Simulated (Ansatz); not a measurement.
A structure relaxed at PBE0-D4/def2-TZVP, charge 0, multiplicity 1:

| atom | x (Å) | y (Å) | z (Å) |
| --- | --- | --- | --- |
| O1 | 1.329 | -0.593 | -1.706 |
| Al2 | 1.134 | -1.005 | -0.075 |
| N3 | -0.145 | -0.164 | 0.824 |
| Si4 | -1.273 | 1.043 | 0.318 |
| H5 | 1.986 | -0.987 | -2.276 |
| H6 | 2.035 | -2.084 | 0.644 |
| H7 | -0.233 | -0.434 | 1.795 |
| H8 | -1.022 | 1.334 | -1.114 |
| H9 | -1.128 | 2.301 | 1.105 |
| H10 | -2.683 | 0.589 | 0.486 |

Problem. Give its formula and SMILES.

Solution. AlH6NOSi, `[OH][AlH][NH][SiH3]`.

Problem. Point group (tolerance 0.08 Å, 0.16 Å for H)?

Solution. Cs.

Problem. Summarise the bond lengths by kind.

Solution. 1 × Al–O 1.693 Å; 1 × H–O 0.955 Å; 1 × Al–N 1.775 Å; 1 × Al–H 1.579 Å; 1 × N–Si 1.727 Å; 1 × H–N 1.012 Å; 3 × H–Si 1.483 to 1.491 Å.

All numbers were calculated with Ansatz.
